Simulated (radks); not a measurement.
Values are calculated unless marked as measured or tabulated.
Q: Valence configurations of the iodine ion I+ (all share [Kr]). Code: a radial shooting solver on a logarithmic mesh with Libxc functionals. Model: scalar-relativistic Kohn-Sham, SCAN, spin-polarised, spherical densities, finite nucleus; open shells are filled with parallel spins first (spin-orbit coupling, left out, can overturn this in heavy ions); meta-GGA in the generalised Kohn-Sham scheme; Fermi nuclear charge, rms radius 4.75 fm. Order these by energy: 4d8 5s2 5p6; 4d10 5p6; 4d10 5s0.5 5p5.5; 4d9 5s2 5p5; 4d10 5s1 5p5; 4d10 5s2 5p4; 4d9 5s1.5 5p5.5; 4d10 5s1.5 5p4.5.

A: From the lowest, in eV above it: 4d10 5s2 5p4 0.000; 4d10 5s1.5 5p4.5 5.594; 4d10 5s1 5p5 11.137; 4d10 5s0.5 5p5.5 17.726; 4d10 5p6 23.766; 4d9 5s2 5p5 48.226; 4d9 5s1.5 5p5.5 54.178; 4d8 5s2 5p6 100.61. NIST lists [Kr] 4d10 5s2 5p4 as the ground configuration; this level of theory agrees among the configurations tried. The energies are those of spherical high-spin densities, not of single terms.
